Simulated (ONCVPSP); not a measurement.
As: variants of one ONCV potential

Base potential:

```
Element                 : As (Z = 33)
Generator               : ONCVPSP 4.0.1
Type                    : optimised norm-conserving Vanderbilt (ONCV)
Functional              : PBE
Relativity              : fully relativistic
Frozen core             : [Ar] 3d10
Valence charge          : 5
Reference configuration : 4s2 4p3
Partial waves           : 4s: rc 1.65 bohr, ncon 4, nbas 8, qcut 3.9 1/bohr, 1 projector; 4p: rc 1.85 bohr, ncon 5, nbas 9, qcut 4.1 1/bohr, 1 projector; d scattering state at 0.29 Ha: rc 1.95 bohr, ncon 3, nbas 7, qcut 5.1 1/bohr, 2 projectors, debl 2.3 Ha
Local potential         : polynomial inside 1.20 bohr (lpopt 5, dvloc0 3 Ha)
Core correction         : Teter function, fcfact 4.5, rcfact 1.75
```

Open shells are filled in proportion to 2j + 1.

All-electron outer shells of the reference configuration (PBE, scalar-relativistic, ld1.x):

| shell | level (eV) | outermost node (bohr) | outermost maximum (bohr) |
| --- | --- | --- | --- |
| 3p | -133.68 | 0.22 | 0.52 |
| 3d | -40.65 | – | 0.47 |
| 4s | -14.49 | 0.73 | 1.61 |
| 4p | -5.19 | 0.78 | 2.00 |

Cutoffs, loose and tight: the cutoffs (Ha) at which the residual kinetic energy of the hardest occupied pseudo-wave falls to 1 and 0.1 mHa per electron. They do not see the model core or the augmentation charge, which bear on the density cutoff. Test errors are all-electron minus pseudo excitation energies from the reference, over the configurations 4s2 4p2; 4s2 4p1; 4s2 4p0; 4s1 4p4. A dash means not determined; rows that change the core or the reference have their own tests.

For the base: The cutoffs count occupied waves only; projector 2 of the d channel, the hardest unoccupied one, needs 66 Ha at the loose tolerance.

A true bound ghost makes a file unfit for plane-wave use even where its test errors are small: the radial tests pick states by their node count and pass the ghost by.

```tsv
change	outcome	cutoff, loose	cutoff, tight	bound ghosts	GHOST(+) flags above zero	largest test error (meV)
base	generated	17 Ha	57 Ha	none	s	-751
p: nbas 8	generated	17 Ha	57 Ha	none	s	-748
d: nproj 1	generated	17 Ha	57 Ha	none	s	-751
d: qcut 7.4	generated	17 Ha	57 Ha	none	s, d5/2, d3/2	-751
s: qcut 5.7; p: qcut 6; d: qcut 7.5	failed: ERROR pspot: first pseudo wave function has node, program will stop	–	–	–	–	–
```

**Question.** What comes out with this change to the base: core correction Teter function, fcfact 1.3, rcfact 1.75?

**Answer.** outcome: generated; cutoff, loose: 17 Ha; cutoff, tight: 57 Ha; bound ghosts: none; GHOST(+) flags above zero: s; largest test error (meV): -286.

**Question.** What comes out with this change to the base: local potential polynomial inside 1.20 bohr (lpopt 5, dvloc0 -3 Ha)?

**Answer.** outcome: generated; cutoff, loose: 17 Ha; cutoff, tight: 57 Ha; bound ghosts: s; GHOST(+) flags above zero: none; largest test error (meV): -792.

**Question.** What comes out with this change to the base: core correction polynomial model core, fcfact 0.7?

**Answer.** outcome: generated; cutoff, loose: 17 Ha; cutoff, tight: 57 Ha; bound ghosts: none; GHOST(+) flags above zero: s; largest test error (meV): -50.
